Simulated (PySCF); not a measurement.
Identify the unknown among the candidates.

All candidates are C8H10S.

| technique | computed result |
| --- | --- |
| 1H NMR | chemical shifts (computed TMS as zero) by class: 6.82 (1 H), 5.24 (1 H), 5.04 (1 H), 4.86 (1 H), 2.26 (3 H), 2.04 (3 H) ppm [GIAO PBE0/pcSseg-1] |
| Dipole | 2.43 D [PBE0/pcSseg-1] |
| Rotational structure | rotational constants A, B, C: 2.279, 0.866, 0.633 GHz [GFN2-xTB] |
| NMR, other nuclei | isotropic shieldings of nuclei other than C and H, by class: 506 (1 S) ppm [GIAO PBE0/pcSseg-1] |
| 13C NMR | chemical shifts (computed TMS as zero) by class: 165.0 (1 C), 153.4 (1 C), 146.6 (1 C), 144.2 (1 C), 118.3 (1 C), 101.2 (1 C), 22.3 (1 C), 15.1 (1 C) ppm [GIAO PBE0/pcSseg-1] |

Gas-phase values; electronic properties from PySCF, density fitting. Levels stand in brackets. Isolated species at its GFN2-xTB geometry (one conformer only). NMR values are class means; diastereotopic atoms form classes of their own.

**Question.** Which candidate is it?
A. `CSc1ccc(C)cc1`
B. `CSc1cccc(C)c1`
C. `C=C1C=C(C)/C1=C/SC`
D. `Cc1ccc(S)cc1C`

**Answer.** C. It is `C=C1C=C(C)/C1=C/SC`. Numbering: `[CH2:1]=[C:2]1[CH:3]=[C:4]([CH3:5])/[C:6]1=[CH:7]/[S:8][CH3:9]`. Its formula, C8H10S, gives 4 degrees of unsaturation: 1 ring and 3 π bonds in the structure found. 8 carbons fall into 8 classes; from least to most shielded: fully substituted alkene carbon [C4] (165.0 ppm), fully substituted alkene carbon [C2] (153.4 ppm), alkene CH carbon [C3] (146.6 ppm), fully substituted alkene carbon [C6] (144.2 ppm), alkene CH carbon [C7] (118.3 ppm), terminal =CH2 carbon [C1] (101.2 ppm), S-methyl carbon [C9] (22.3 ppm), allylic carbon [C5] (15.1 ppm). Hydrogen classes from least to most shielded: 1 H on an alkene CH carbon, C3 (6.82 ppm), 1 H on an alkene CH carbon, C7 (5.24 ppm), 1 H on a terminal =CH2 carbon, C1 (5.04 ppm), 1 H on a terminal =CH2 carbon, C1 (4.86 ppm), 3 H on an S-methyl carbon, C9 (2.26 ppm), 3 H on an allylic carbon, C5 (2.04 ppm). The other shieldings belong to: 506 ppm, sulfide sulfur [S8]. By its constants the optimised geometry is an asymmetric top.

The others, at the same levels:
- `CSc1cccc(C)c1` fails: its computed 13C shifts are 148.4 (1 C), 143.5 (1 C), 134.7 (1 C), 130.6 (1 C), 129.0 (1 C), 121.8 (1 C), 24.0 (1 C), 18.3 (1 C) ppm, 1H shifts are 7.50 (1 H), 7.26 (1 H), 7.13 (1 H), 6.76 (1 H), 2.45 (3 H), 2.38 (3 H) ppm and rotational constant A is 3.092 GHz (against 2.279 GHz).
- `Cc1ccc(S)cc1C` fails: its computed 13C shifts are 142.7 (1 C), 139.9 (1 C), 136.9 (1 C), 135.6 (1 C), 130.4 (1 C), 129.6 (1 C), 22.9 (1 C), 22.4 (1 C) ppm, 1H shifts are 7.19 (1 H), 7.15 (1 H), 7.02 (1 H), 3.46 (1 H), 2.28 (3 H), 2.23 (3 H) ppm and rotational constant A is 2.967 GHz (against 2.279 GHz).
- `CSc1ccc(C)cc1` fails: it has 6 carbon classes against 8; its computed 13C shifts are 144.7 (1 C), 137.8 (1 C), 134.7 (2 C), 127.8 (2 C), 23.5 (1 C), 18.2 (1 C) ppm, 1H shifts are 7.39 (2 H), 7.14 (2 H), 2.43 (3 H), 2.36 (3 H) ppm and rotational constant A is 4.096 GHz (against 2.279 GHz).

Each candidate is one conformer, not necessarily the lowest. Dipoles, sizes and rotational constants follow the conformer. The torsions of the flexible species, by atom-mapped SMILES:
- `[CH2:1]=[C:2]1[CH:3]=[C:4]([CH3:5])/[C:6]1=[CH:7]/[S:8][CH3:9]`: C6–C7–S8–C9 179°
- `[CH3:1][S:2][c:3]1[cH:4][cH:5][cH:6][c:7]([CH3:8])[cH:9]1`: C1–S2–C3–C4 -2°
- `[CH3:1][c:2]1[cH:3][cH:4][c:5]([SH:6])[cH:7][c:8]1[CH3:9]`: H–S6–C5–C4 0°
- `[CH3:1][S:2][c:3]1[cH:4][cH:5][c:6]([CH3:7])[cH:8][cH:9]1`: C1–S2–C3–C4 179°
